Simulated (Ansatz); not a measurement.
Cost and result for the atomization energy of CH7GeIn (10 atoms, 8 bonds).

Cartesian coordinates in Å:
```
C 1.114 1.045 1.066
In 0.494 -0.684 2.359
Ge -1.059 -0.876 -1.207
H 1.678 0.721 0.185
H 1.759 1.718 1.642
H 0.256 1.631 0.718
H -0.847 -1.525 0.182
H -1.750 0.478 -1.020
H 0.301 -0.696 -1.888
H -1.947 -1.812 -2.038
```

Total charge 0; spin multiplicity 1. Correlated methods include outer-core shells of Ge, In, which these sets cover unevenly. Scalar relativity is left out up to krypton. In: def2 effective core potential. The bonds changed during the relaxation, so this is another structure than the one it started from. The structure was optimised at the PBE0-D4/def2-TZVP level. Program: Ansatz. All runs use 4 threads of an Arm Neoverse V1 on a shared host. Times are those of one run each, without the atoms' runs, and a repeat can differ threefold. Electronic energies, without spin–orbit coupling; frozen cores. CCSD(T)/CBS adds CCSD(T) − MP2 in def2-TZVPP to the MP2 limit, and its time is that of the two runs behind it. T1 = 0.014. With those shells the extrapolation isn't a true limit. HSE06 is the plane-wave form, built on full-range PBE exchange.

CCSD(T)/CBS is a level of theory with its own doubt, some kJ/mol a heavy atom from the limit and from the frozen cores, so smaller differences don't rank the functionals.

```
                             level  functions  wall time  atomization (kJ/mol)  difference from CCSD(T)/CBS  per bond
              revPBE-D4/def2-TZVPP        227      2.2 s                2720.4                        -76.1      -9.5
                PBE0-D4/def2-TZVPP        227      3.2 s                2747.9                        -48.6      -6.1
               HSE06-D4/def2-TZVPP        227      3.4 s                2748.1                        -48.4      -6.1
               BHLYP-D4/def2-TZVPP        227      3.5 s                2739.0                        -57.5      -7.2
r2SCAN-D4/def2-TZVPP (with forces)        227      5.5 s                2774.2                        -22.3      -2.8
             r2SCANh-D4/def2-TZVPP        227      5.5 s                2765.3                        -31.2      -3.9
                 B2PLYP/def2-TZVPP        227      6.5 s                2741.2                        -55.3      -6.9
               PBE-QIDH/def2-TZVPP        227        7 s                2742.7                        -53.8      -6.7
                  CCSD(T)/def2-SVP        107        8 s                2637.5                       -159.0     -19.9
                 B97M-V/def2-TZVPP        227       11 s                2806.9                         10.4       1.3
                    MP2/def2-QZVPP        438       23 s                2738.1                        -58.4      -7.3
                CCSD(T)/def2-TZVPP        227    2.9 min                2745.5                        -51.0      -6.4
                 CCSD(T)/CBS(def2)          –    3.3 min                2796.5                          0.0       0.0
```

In def2-TZVPP, CCSD(T) changes the Hartree–Fock value by +682.6 kJ/mol (the triples alone add +27.0 kJ/mol) and MP2 by +645.0 kJ/mol; breaking electron pairs costs correlation energy, which Hartree–Fock lacks. The D4 term adds +33.4 kJ/mol with B3LYP and +17.7 kJ/mol with PBE0; it sums over pairs of atoms, weighted by their polarisabilities, and B3LYP, whose exchange is more repulsive, gets the larger term. Leaving LDA and LC-ωPBE aside and taking each functional with its dispersion term where it has one, the values spread over 86.5 kJ/mol, from revPBE-D4 to B97M-V. LDA lies +354.9 kJ/mol from PBE without D4, its usual overbinding.

B3LYP here is the variant with VWN-RPA as its local correlation; programs differ in this.

Spin–orbit coupling would lower the free In atoms strongly, and the atomization energy with them, by more than many differences here. For some Ge, Se and Sn compounds the MP2-based and the directly extrapolated limit differ by 10 to 25 kJ/mol.
